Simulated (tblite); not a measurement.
Species: C6H11O2 (doublet state).
SMILES with atom numbers: `[CH3:1][CH2:2][C@@H:3]1[CH2:4][O:5][C@H:6]1[CH:7][OH:8]` (hydrogens: H9, H10, H11 on C1; H12, H13 on C2; H14 on C3; H15, H16 on C4; H17 on C6; H18 on C7; H19 on O8)

The geometry is computed with GFN2-xTB (gas phase). This method treats the open shell by occupation alone, without spin polarisation.

Task: List the bond lengths, angles and torsions at this level.

Result: 
| bond | length (bohr) | order |
| --- | --- | --- |
| C1–C2 | 2.881 | single |
| C2–C3 | 2.866 | single |
| C3–C4 | 2.892 | single |
| C4–O5 | 2.698 | single |
| O5–C6 | 2.727 | single |
| C6–C7 | 2.774 | single |
| C7–O8 | 2.574 | single |
| C3–C6 | 2.969 | single |
| C1–H9, C1–H10, C1–H11 | 2.055 | single |
| C2–H12 | 2.066 | single |
| C2–H13 | 2.065 | single |
| C3–H14 | 2.062 | single |
| C4–H15 | 2.068 | single |
| C4–H16 | 2.066 | single |
| C6–H17 | 2.074 | single |
| C7–H18 | 2.026 | single |
| O8–H19 | 1.838 | single |

Bonds in one row agree within 0.02 bohr and their mean is given. Orders are formal, as drawn. A selection of angles:
| angle | degrees |
| --- | --- |
| C1–C2–C3 | 111.6 |
| C2–C3–C4 | 117.8 |
| C2–C3–C6 | 117.0 |
| C4–C3–C6 | 84.2 |
| C3–C4–O5 | 92.2 |
| C4–O5–C6 | 92.9 |
| O5–C6–C7 | 111.5 |
| C3–C6–O5 | 90.0 |
| C3–C6–C7 | 118.9 |
| C6–C7–O8 | 118.5 |
| H19–O8–C7 | 105.7 |

Dihedral angles: C1–C2–C3–C4 171° (antiperiplanar); C2–C3–C4–O5 -123° (anticlinal); C3–C4–O5–C6 6° (synperiplanar); C4–O5–C6–C7 -127° (anticlinal); O5–C6–C7–O8 24° (synperiplanar); C2–C3–C6–O5 124° (anticlinal); H19–O8–C7–C6 -17° (synperiplanar).

Of the pairs four or more bonds apart, those above aside, C6···H11 is among the closest relative to their van der Waals radii: 2.92 Å, 101 % of the sum of Bondi's values. The 3 C–O bonds span 1.362 Å (C7–O8, drawn single) to 1.443 Å (O5–C6, drawn single), a spread of 0.081 Å. C7 (carbon bonded to C, O and H) is almost planar (angles 123.0°, 118.5° and 115.4°, sum 356.9°, 0.13 Å off the plane of its three neighbours). H19 on O8 lies 2.10 Å from O5, 4 bonds away (angle at H 118°; Bondi radii sum to 2.72 Å). The 5 C–C bonds span 1.468 Å (C6–C7, drawn single) to 1.571 Å (C3–C6, drawn single), a spread of 0.103 Å. The 4-membered ring C3–C4–O5–C6 has internal angles of 84.2° to 92.9° (sum 359°, against 360° for a flat polygon); it is slightly puckered (a soft mode that the optimisation may not have finished), 0.04 Å rms from its mean plane, widest ring torsion 6°.

Point group: C1 (no symmetry element, even within 0.4 Å). Its GFN2-xTB frequencies are all real (lowest 59 cm⁻¹). Torsions: C1–C2–C3–C4 171°, O5–C6–C7–O8 24°, C6–C7–O8–H -17°. 3 starts were optimised and ended at 0.00, 1.72 and 4.25 kcal/mol (GFN2-xTB); the lowest of these is shown.

On Arm Neoverse V1, one thread, shared host, this took 0.35 s. These figures are those of the optimisation.

One conformer stands for the species.
